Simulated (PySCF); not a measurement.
C₃H₆O, SMILES CC(=C)O.

Geometry: PBE0-D3(BJ)/def2-SVP. The values are those of a single conformer.

Computed with PBE/def2-TZVP (PySCF).

Symmetry labels are those of the subgroup Cs that the program uses (full group Cs).

Computed valence orbital energies around the gap with their symmetry:
```
orbital  symmetry  energy (eV)
-------  --------  -----------
HOMO−7         A'       -11.95
HOMO−6         A'       -11.27
HOMO−5         A"       -10.57
HOMO−4         A'        -9.63
HOMO−3         A'        -8.91
HOMO−2         A"        -8.66
HOMO−1         A'        -8.63
HOMO           A"        -5.35
LUMO           A"        -0.13
LUMO+1         A'         0.16
LUMO+2         A'         1.24
LUMO+3         A'         1.87
```
